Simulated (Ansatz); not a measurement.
Sr5Te5⁺, relaxed as a doublet with UKS r2SCAN-D4/def2-SVP in Ansatz, starting from packed atoms. Force threshold 0.03 eV/Å.

In the def2 sets Sr, Te take a core potential; there is no spin–orbit coupling. The gap within one spin of the charge 1 doublet nearly closes, so an electron or hole may be smeared out by delocalisation error. The relaxation made no stability test and no search for a lower SCF solution. Another isomer (doublet) lies 4.98 eV lower at PBE0-D4/def2-SVP; other spin states weren't run for this one.

Start:

```xyz
10

Sr    3.988    3.853    2.105
Sr    4.060   -2.909    1.480
Sr   -4.269   -0.392   -1.694
Sr   -2.353    5.282   -0.618
Sr   -1.128   -6.264   -1.273
Te    4.905    0.390    2.240
Te   -3.308   -3.558   -1.367
Te    1.589   -4.779   -0.048
Te    0.928    5.409    0.836
Te   -4.411    2.967   -1.662
```

```json
{"step": "1", "energy (eV)": "-40665.2080", "largest force component (eV/Å)": "1.874", "SCF passes": "106"}
{"step": "2", "energy (eV)": "-40666.2258", "largest force component (eV/Å)": "1.522", "SCF passes": "47"}
{"step": "3", "energy (eV)": "-40667.1551", "largest force component (eV/Å)": "1.093", "SCF passes": "46"}
{"step": "4", "energy (eV)": "-40667.9885", "largest force component (eV/Å)": "0.796", "SCF passes": "47"}
{"step": "5", "energy (eV)": "-40668.5422", "largest force component (eV/Å)": "0.500", "SCF passes": "55"}
{"step": "6", "energy (eV)": "-40668.8461", "largest force component (eV/Å)": "0.218", "SCF passes": "50"}
{"step": "7", "energy (eV)": "-40668.8865", "largest force component (eV/Å)": "0.103", "SCF passes": "55"}
{"step": "8", "energy (eV)": "-40668.9329", "largest force component (eV/Å)": "0.138", "SCF passes": "69"}
{"step": "9", "energy (eV)": "-40668.9555", "largest force component (eV/Å)": "0.165", "SCF passes": "37"}
{"step": "10", "energy (eV)": "-40668.9734", "largest force component (eV/Å)": "0.018", "SCF passes": "38"}
{"step": "11", "energy (eV)": "-40668.9759", "largest force component (eV/Å)": "0.014", "SCF passes": "29"}
{"step": "12", "energy (eV)": "-40668.9764", "largest force component (eV/Å)": "0.009", "SCF passes": "29"}
```

Force components are those of the run's own axes.

End:

Cartesian coordinates in Å:
```
Sr 3.2015 3.1539 1.7127
Sr 3.8298 -2.5482 1.2945
Sr -4.3820 -0.3805 -1.7452
Sr -1.7865 4.5256 -0.4245
Sr -0.8608 -4.7466 -0.8351
Te 4.3865 0.3618 2.0100
Te -3.4431 -3.2729 -1.5072
Te 2.0280 -4.7256 0.1416
Te 0.9521 5.0109 0.8243
Te -3.9255 2.6217 -1.4712
```

By distances, no bond broke or formed. The bond that changes most is Sr1–Te9, from 3.66 to 3.05 Å (atoms count from 1).

The force fell under the threshold at step 10, but the optimiser went on and released 0.003 eV more. No frequencies were taken in this run, so the end may be a saddle point.

It took 3.9 min on 4 threads of Intel Xeon Platinum 8488C on a shared host, peak host memory 0.8 GiB.
